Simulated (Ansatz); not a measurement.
Geometry optimisation, DFT PBE, scalar-relativistic, plane waves, PAW in Ansatz.

input.yaml

```yaml
accuracy: low
crystal:
  lattice:
    - [8.004449, 0.0, 0.0]
    - [0.0, 8.004449, 0.0]
    - [0.0, 0.0, 17.51435]
  atoms:
    - { symbol: H, position: [0.4080121, 0.0, 0.057096] }
    - { symbol: H, position: [0.0919879, 0.0, 0.057096] }
    - { symbol: H, position: [0.9080121, 0.0, 0.057096] }
    - { symbol: H, position: [0.5919879, 0.0, 0.057096] }
    - { symbol: H, position: [0.4080121, 0.5, 0.057096] }
    - { symbol: H, position: [0.0919879, 0.5, 0.057096] }
    - { symbol: H, position: [0.9080121, 0.5, 0.057096] }
    - { symbol: H, position: [0.5919879, 0.5, 0.057096] }
    - { symbol: Ge, position: [0.25, 0.0, 0.1081599] }
    - { symbol: Ge, position: [0.75, 0.0, 0.1081599] }
    - { symbol: Ge, position: [0.25, 0.5, 0.1081599] }
    - { symbol: Ge, position: [0.75, 0.5, 0.1081599] }
    - { symbol: Ge, position: [0.25, 0.25, 0.1889508] }
    - { symbol: Ge, position: [0.75, 0.25, 0.1889508] }
    - { symbol: Ge, position: [0.25, 0.75, 0.1889508] }
    - { symbol: Ge, position: [0.75, 0.75, 0.1889508] }
    - { symbol: Ge, position: [0.0, 0.25, 0.2697417] }
    - { symbol: Ge, position: [0.5, 0.25, 0.2697417] }
    - { symbol: Ge, position: [0.0, 0.75, 0.2697417] }
    - { symbol: Ge, position: [0.5, 0.75, 0.2697417] }
    - { symbol: Ge, position: [0.0, 0.0, 0.3505326] }
    - { symbol: Ge, position: [0.5, 0.0, 0.3505326] }
    - { symbol: Ge, position: [0.0, 0.5, 0.3505326] }
    - { symbol: Ge, position: [0.5, 0.5, 0.3505326] }
    - { symbol: Ge, position: [0.25, 0.0969069, 0.4290396] }
    - { symbol: Ge, position: [0.75, 0.0969069, 0.4290396] }
    - { symbol: Ge, position: [0.25, 0.4030931, 0.408485] }
    - { symbol: Ge, position: [0.75, 0.4030931, 0.408485] }
    - { symbol: B, position: [-0.00894, 0.4060753, 0.4747164] }
    - { symbol: H, position: [0.074904, 0.5288441, 0.4849081] }
    - { symbol: H, position: [-0.1571797, 0.4172999, 0.4849081] }
    - { symbol: H, position: [0.0554557, 0.2720821, 0.4849081] }
basis:
  ecutwfc: 420.0
kpoints:
  mp_grid: { grid: [1, 1, 1] }
hamiltonian:
  xc: pbe
  pseudopotentials: { kind: paw, azcp: { folder: soft_1 } }
scf:
  occupations: { method: fermi_dirac, width: 0.05 }
  lower_state_search: "off"
relax:
  f_tol: 0.08
  max_steps: 25
  adjacent_minimum: "off"
  constraints: [{ sites: [0, 1, 2, 3, 4, 5, 6, 7, 8, 9, 10, 11] }]
```

Launched with:

```bash
$ ansatz run input.yaml --threads 2 --pin off --max-ram 5120MiB --backend cpu --events-out ev --progress --plain --runs-dir out
```

Where does it end, and by what steps?

It converged. Limits of this set-up: coarse k mesh, thin slab, slab without dipole correction, no dispersion correction for a molecule that may bind weakly, low accuracy level. After 12 steps the energy has fallen by 3.520 eV; H30 moved furthest, 1.25 Å. Joined: Ge17–Ge28 (3.38 → 2.74 Å), Ge18–Ge27 (3.38 → 2.63 Å).

```tsv
step	energy less start (eV)	largest force component (eV/Å)	accepted
0	0.0000	3.237	yes
1	-1.6959	1.391	yes
2	-2.5193	0.726	yes
3	-2.9442	0.578	yes
4	-3.1732	0.507	yes
5	-3.3347	0.476	yes
6	-3.4082	0.248	yes
7	-3.4556	0.325	yes
8	-3.4833	0.320	yes
9	-3.5043	0.270	yes
10	-3.5163	0.184	yes
11	-3.5084	0.173	no
12	-3.5195	0.022	yes
```

```xyz
32
Lattice="8.0044 0.0000 0.0000 0.0000 8.0044 0.0000 0.0000 0.0000 17.5144" Properties=species:S:1:pos:R:3
H 3.266 0.000 1.000
H 0.736 0.000 1.000
H 7.268 0.000 1.000
H 4.739 0.000 1.000
H 3.266 4.002 1.000
H 0.736 4.002 1.000
H 7.268 4.002 1.000
H 4.739 4.002 1.000
Ge 2.001 0.000 1.894
Ge 6.003 0.000 1.894
Ge 2.001 4.002 1.894
Ge 6.003 4.002 1.894
Ge 1.799 2.003 3.285
Ge 5.818 2.008 3.269
Ge 2.108 6.000 3.344
Ge 6.087 5.992 3.356
Ge -0.223 1.743 4.700
Ge 3.819 1.907 4.675
Ge 0.117 5.979 4.736
Ge 4.107 6.068 4.802
Ge 0.050 -0.128 6.317
Ge 4.059 0.032 6.267
Ge 0.495 3.860 5.971
Ge 4.335 4.090 6.388
Ge 2.055 0.266 7.784
Ge 6.042 0.368 7.731
Ge 2.443 2.632 6.790
Ge 6.354 2.745 6.820
B -0.229 4.029 8.030
H -0.048 5.228 8.097
H -1.431 3.889 8.394
H 0.467 3.295 8.697
```

Whether the end is a true minimum wasn't checked by a vibrational analysis.

The run took 71 s on 2 threads of Arm Neoverse V2, on a shared host, peak memory 0.94 GiB.
